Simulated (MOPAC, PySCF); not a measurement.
C2H4OSi, SMILES `C=[SiH]C=O` (C–Si–C–O torsion 0°), neutral singlet in the gas phase. 

Cartesian coordinates (Å):
```xyz
8

C     -1.5628    -0.1815    -0.0518
Si    -0.0730     0.5647     0.2966
C      1.5719    -0.2779    -0.1875
O      1.6008    -1.3460    -0.7416
H     -1.6000    -1.1431    -0.5514
H     -2.5191     0.2590     0.2034
H      0.0586     1.8752     0.9749
H      2.5235     0.2495     0.0574
```
Charge 0, spin multiplicity 1.

All levels are single points at this geometry (PBE0-D3(BJ)/def2-TZVP); Pople sets use spherical d functions. Orbital energies aren't observables, and empty levels follow the basis.

| level | HOMO (eV) | LUMO (eV) | gap (eV) | dipole (D) | vertical IE, Delta-SCF (eV) |
|---|---|---|---|---|---|
| PBE-D3(BJ)/def2-TZVP in PySCF | -5.85 | -3.50 | 2.35 | 2.08 | – |
| PBE0-D3(BJ)/def2-TZVP in PySCF | -6.91 | -2.60 | 4.31 | 2.30 | 8.86 |
| ωB97X-D3(BJ)/def2-TZVP in PySCF | -9.09 | -0.49 | 8.60 | 2.46 | 8.89 |
| B3LYP/6-311+G** in PySCF | -6.77 | -2.83 | 3.94 | 2.43 | – |
| B3LYP/6-31G* in PySCF | -6.51 | -2.31 | 4.20 | 2.04 | 8.83 |
| M06-2X/6-31G* in PySCF | -7.74 | -1.25 | 6.49 | 2.16 | – |
| PBE/6-31G* in PySCF | -5.48 | -3.06 | 2.42 | 1.83 | – |
| SVWN5/6-31G* in PySCF | -5.57 | -3.26 | 2.31 | 1.91 | – |
| HF/3-21G in PySCF | -8.77 | 1.63 | 10.40 | 2.47 | – |
| HF/6-31G* in PySCF | -8.67 | 1.43 | 10.10 | 2.66 | 7.38 |
| HF/STO-3G in PySCF | -5.93 | 6.17 | 12.09 | 2.13 | – |
| AM1 in MOPAC | -9.46 | -0.83 | 8.63 | 1.97 | – |
| PM7 in MOPAC | -9.52 | -1.43 | 8.09 | 2.17 | – |
